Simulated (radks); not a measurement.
Values are calculated unless marked as measured or tabulated.
These are the eigenvalues of the occupied orbitals of an atom or ion with whole-number occupations (eV). Level of theory: scalar-relativistic Kohn-Sham, LB94 model potential, spin-unpolarised, spherical densities, finite nucleus; Fermi nuclear charge, rms radius of each element as measured or else 0.836 A^(1/3) + 0.57 fm (a radial shooting solver on a logarithmic mesh with Libxc functionals).

| orbital | eigenvalue |
|---|---|
| 1s | -16059.36 |
| 2s | -2203.904 |
| 2p | -1964.624 |
| 3s | -360.8171 |
| 3p | -283.4294 |
| 3d | -155.2723 |
| 4s | -61.6039 |
| 4p | -43.2363 |

Which element is it, and in what charge state? The configuration may be excited.

Answer. Z = 38, strontium, charge +2: Sr2+ in [Kr]. The list shows which subshells hold electrons but not how many an open one holds; the 1s level, -590.17 hartree, gives Z - s = 34.4 by -(Z - s)^2/2, which with screening and relativity narrows Z to a few neighbours, and the depths of the outer levels then fix element, charge and occupations together.
